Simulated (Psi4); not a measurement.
Psi4 input (wB97X-D/6-311+G**):

```
memory 1500 MB

molecule {
-1 1
N    -0.00000000   -0.00000000   -1.25788698
C    -0.00000000   -0.00000000   -0.07148933
O     0.00000000    0.00000000    1.15426811
symmetry c1
no_reorient
no_com
}

set {
  basis 6-311+G**
  reference rks
  scf_type pk
  dft_radial_points 99
  dft_spherical_points 590
  e_convergence 1e-8
  d_convergence 1e-7
  maxiter 150
}

e = energy('wb97x-d')
print_out(f'\nFINAL {e:.10f} DIPOLE {variable("CURRENT DIPOLE")[0]:.6f} {variable("CURRENT DIPOLE")[1]:.6f} {variable("CURRENT DIPOLE")[2]:.6f}\n')
```

Question: Predict the final energy.

Answer: -168.12008 Eh.
